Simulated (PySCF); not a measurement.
Circular dichroism: SMILES C#C[C@H]1N=C[C@@H]1C, C₆H₇N

Molfile (atoms numbered from 1):
```
C6H7N
     RDKit          3D

 14 14  0  0  0  0  0  0  0  0999 V2000
    3.0299   -0.3776    0.2008 C   0  0  0  0  0  0  0  0  0  0  0  0
    1.9217   -0.3992   -0.2526 C   0  0  0  0  0  0  0  0  0  0  0  0
    0.5623   -0.4389   -0.7230 C   0  0  1  0  0  0  0  0  0  0  0  0
   -0.1175   -1.7561   -0.5648 N   0  0  0  0  0  0  0  0  0  0  0  0
   -1.0118   -1.2495    0.1905 C   0  0  0  0  0  0  0  0  0  0  0  0
   -0.5236    0.1650    0.2289 C   0  0  2  0  0  0  0  0  0  0  0  0
   -1.4301    1.2443   -0.3337 C   0  0  0  0  0  0  0  0  0  0  0  0
    4.0123   -0.3509    0.5674 H   0  0  0  0  0  0  0  0  0  0  0  0
    0.4996   -0.0893   -1.7562 H   0  0  0  0  0  0  0  0  0  0  0  0
   -1.8561   -1.7518    0.6321 H   0  0  0  0  0  0  0  0  0  0  0  0
   -0.1156    0.4624    1.1981 H   0  0  0  0  0  0  0  0  0  0  0  0
   -2.2570    1.4308    0.3488 H   0  0  0  0  0  0  0  0  0  0  0  0
   -1.8391    0.9395   -1.2953 H   0  0  0  0  0  0  0  0  0  0  0  0
   -0.8756    2.1709   -0.4681 H   0  0  0  0  0  0  0  0  0  0  0  0
  1  2  3  0
  2  3  1  0
  3  4  1  0
  4  5  2  0
  5  6  1  0
  6  7  1  0
  6  3  1  0
  1  8  1  0
  3  9  1  6
  5 10  1  0
  6 11  1  1
  7 12  1  0
  7 13  1  0
  7 14  1  0
M  END
```

Method: PySCF 2.14.0, TDDFT B3LYP/aug-cc-pVDZ circular dichroism and optical rotation, one conformer, gas phase. Geometry: GFN2-xTB.

States above about 7.1 eV (minus the energy of the highest occupied orbital) lie near or above the ionisation threshold and depend on the basis.

(1) Assign R or S to each stereocentre.

(2) Which excitations and rotatory strengths does the calculation give?

Results:

(1) C3 S, C6 R.

(2) Rotatory strengths R in 10⁻⁴⁰ esu² cm², velocity form and length form (origin at the centre of mass); f in length form.
```csv
state,E (eV),λ (nm),f,R (velocity),R (length),main
1,4.91,253,0.001,+21.7,+22.2,HOMO→LUMO 0.89
2,5.82,213,0.001,-2.8,-3.1,HOMO−1→LUMO 0.91
3,6.14,202,0.005,+15.4,+15.3,"HOMO→LUMO+1 0.72, HOMO−2→LUMO 0.15"
4,6.23,199,0.025,-24.9,-25.3,"HOMO−2→LUMO 0.62, HOMO→LUMO+1 0.18"
5,6.28,197,0.002,-6.2,-6.1,"HOMO−1→LUMO+4 0.30, HOMO→LUMO+3 0.16"
6,6.38,194,0.009,+7.5,+7.6,"HOMO→LUMO+4 0.23, HOMO−1→LUMO+4 0.20"
7,6.44,192,0.015,+7.1,+7.3,"HOMO→LUMO+3 0.34, HOMO→LUMO+4 0.23"
8,6.61,188,0.016,-2.4,-2.6,"HOMO→LUMO+2 0.80, HOMO→LUMO+4 0.08"
9,6.70,185,0.007,+2.3,+2.6,"HOMO−1→LUMO+1 0.64, HOMO−1→LUMO+2 0.15"
10,6.74,184,0.004,-0.7,-0.8,"HOMO→LUMO+3 0.23, HOMO→LUMO+6 0.20"
11,6.77,183,0.023,-0.5,-0.3,"HOMO→LUMO+4 0.22, HOMO−2→LUMO+4 0.17"
12,6.88,180,0.055,+12.9,+13.2,"HOMO→LUMO+5 0.52, HOMO−1→LUMO+3 0.10"
13,7.02,177,0.022,+18.3,+18.5,"HOMO−1→LUMO+2 0.69, HOMO−1→LUMO+1 0.09"
14,7.07,175,0.005,-10.7,-10.7,"HOMO−2→LUMO+1 0.45, HOMO→LUMO+6 0.13"
15,7.14,174,0.011,+6.3,+6.6,"HOMO−1→LUMO+3 0.38, HOMO→LUMO+7 0.19"
16,7.16,173,0.004,+2.9,+2.6,"HOMO→LUMO+6 0.31, HOMO−2→LUMO+1 0.22"
```

Among the states computed, the strongest CD band (largest |R|) is state 4. The largest dissymmetry factor in size, g = 4R/(D+G), with D and G the electric and magnetic dipole strengths, is +0.14 for state 1 (velocity form, f = 0.001), among bands with |R| over 0.5. The mirror image has the same energies and oscillator strengths and all R with the opposite sign.
